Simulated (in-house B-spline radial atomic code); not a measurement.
## Response and correlation of I5+

Closed shell [Kr] 4d10 5s2. Computed with an all-electron radial atomic-structure program (B-spline basis): Dirac-Hartree-Fock, relativistic RPA (time-dependent Dirac-Hartree-Fock) for the response and second-order many-body perturbation theory for correlation, no-pair Dirac-Coulomb Hamiltonian, finite nucleus.

Command:
```bash
python run_mb.py task.json out
```
Settings (nuclear radius in fm, box in bohr, cutoff in hartree):
```
basis_form          2
Z                   53
core_configuration  [Kr] 4d10 5s2
rms_radius          4.75
mass_number         127
speed_of_light      137.036
box_radius          10.732
lmax                7
intervals           62
virtual_cutoff      70225.0
```

Cost of the run: 8.7 s on 1 thread of Intel(R) Xeon(R) 6975P-C, on a shared host.

```json
{"multipole (bohr³, bohr⁵, bohr⁷)": "dipole", "uncoupled": "6.5983", "coupled RPA": "6.7089"}
{"multipole (bohr³, bohr⁵, bohr⁷)": "quadrupole", "uncoupled": "9.5463", "coupled RPA": "11.616"}
{"multipole (bohr³, bohr⁵, bohr⁷)": "octupole", "uncoupled": "38.046", "coupled RPA": "?"}
```

**Question.** What is the coupled octupole polarisability?

**Answer.** 46.415 atomic units, +22 % against the uncoupled value.

**Question.** Which subshells carry the dipole polarisability?

**Answer.** 5s1/2 96.3 %, 4d5/2 2.3 %, 4d3/2 1.5 %.

**Question.** What does the dipole shielding factor come to?

**Answer.** The dipole shielding factor is 0.905, against the exact N/Z = 48/53 = 0.906 of the non-relativistic theorem.

Dipole polarisability at imaginary frequency:

| u (Eh) | α(iu) (bohr³) |
| --- | --- |
| 0 | 6.709 |
| 0.294 | 5.433 |
| 0.735 | 3.071 |
| 1.47 | 1.633 |
| 2.2 | 1.116 |
| 2.94 | 0.8288 |
| 4.41 | 0.513 |
| 5.88 | 0.3472 |
| 7.35 | 0.2505 |
| 10.3 | 0.1492 |
| 14.7 | 0.08525 |
| 22 | 0.04511 |
| 29.4 | 0.02848 |
| 44.1 | 0.01477 |
| 73.5 | 0.006186 |
| 147 | 0.00175 |

**Question.** What dispersion coefficients follow for two such ions (the dispersion part alone)?

**Answer.** C6 = (3/π)∫α(iu)²du = 24.98 hartree·bohr⁶ and C8 = 280.7 hartree·bohr⁸.

Lowest J = 1 odd-parity excitations:

| energy (eV) | oscillator strength | leading channel | weight |
| --- | --- | --- | --- |
| 9.0197 | 0.016 | 5s1/2 → p1/2 | 0.794 |
| 14.889 | 1.6 | 5s1/2 → p3/2 | 0.77 |
| 40.157 | 0.0186 | 5s1/2 → p1/2 | 0.93 |
| 41.017 | 0.0637 | 5s1/2 → p3/2 | 0.927 |
| 52.334 | 0.0127 | 5s1/2 → p1/2 | 0.954 |
| 52.733 | 0.0499 | 5s1/2 → p3/2 | 0.952 |
| 55.513 | 0.0154 | 4d5/2 → p3/2 | 0.511 |
| 56.97 | 0.858 | 4d3/2 → p1/2 | 0.629 |

For an outer ns² shell RPA puts the lowest triplet far too low, and second order misses the ns²-np² near-degeneracy.

Second-order correlation energy by the highest angular momentum of the excited pair (hartree): s -0.02487, p -0.2575, d -0.6796, f -1.189, g -0.3733, h -0.1644, i -0.07505, k -0.03843.

**Question.** What is the second-order correlation energy at the partial-wave limit?

**Answer.** The listed waves sum to -2.8019 hartree; extrapolating the increments as (l + 1/2)⁻⁴ gives -2.8804 hartree, -1.63 eV per electron.
